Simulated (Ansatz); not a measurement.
`C[Te][AlH][SiH3]`, relaxed with RKS PBE-D4/def2-SVP in Ansatz from a rough embedded geometry. The force threshold is 0.03 eV/Å; the program also tests the step.

Total charge 0; spin multiplicity 1. Te: def2 effective core potential.

Start:

```xyz
11

C    -1.850   -1.277    0.799
Te   -0.348   -0.757    2.144
Al    1.262   -0.377    0.124
Si    1.333    1.742   -0.902
H    -2.833   -1.511    1.352
H    -2.129   -0.442    0.111
H    -1.594   -2.170    0.220
H     2.232   -1.538   -0.317
H    -0.035    1.943   -1.473
H     1.683    2.744    0.001
H     2.280    1.643   -2.060
```

```csv
step,energy (eV),largest force (eV/Å),largest move (Å)
1,-22903.4681,2.264,0.000
2,-22903.8117,0.808,0.180
3,-22903.8627,0.260,0.110
4,-22903.8867,0.088,0.134
5,-22903.9248,0.178,0.198
6,-22903.9710,0.301,0.195
7,-22904.0329,0.352,0.197
8,-22904.1055,0.343,0.195
9,-22904.1659,0.272,0.200
10,-22904.2135,0.249,0.192
11,-22904.2550,0.161,0.200
12,-22904.2750,0.070,0.200
13 (rejected),-22904.2724,0.226,0.158
14,-22904.2798,0.021,0.077
15,-22904.2809,0.044,0.059
16,-22904.2815,0.049,0.042
17,-22904.2819,0.096,0.082
18,-22904.2825,0.079,0.036
19,-22904.2832,0.128,0.090
20,-22904.2839,0.090,0.034
21,-22904.2846,0.046,0.054
22,-22904.2850,0.065,0.068
23,-22904.2853,0.018,0.024
```

End:

```xyz
11

C    -1.905   -1.016    0.604
Te   -0.133   -2.086    1.333
Al    1.642   -0.554    0.381
Si    1.046    1.455   -0.906
H    -2.505   -0.716    1.481
H    -1.594   -0.126    0.028
H    -2.478   -1.708   -0.039
H     3.148   -0.997    0.699
H    -0.424    1.539   -1.238
H     1.398    2.704   -0.134
H     1.805    1.506   -2.210
```

Hardware: 4 threads of an Arm Neoverse V2 on a shared host. Wall time 29 s, peak host memory 0.15 GiB.
